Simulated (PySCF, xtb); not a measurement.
Mn(O)2(OH)3 (H₃MnO₅), SMILES [OH][Mn](=[O])([OH])([OH])=[O], multiplicity 1.

GFN2-xTB (xtb) at its own geometry gives an orbital gap of 2.60 eV and a dipole moment of 5.26 D.

Geometry: B3LYP-D3(BJ)/def2-SVP. The spin state was assumed, not searched. Other conformers were not sampled.

### Question
What does PBE0/def2-TZVP (PySCF) give? (An estimate is asked for; the answer gives what the named calculation found.)

### Answer
gap 3.45 eV (levels -9.15 and -5.70 eV), dipole 1.34 D.
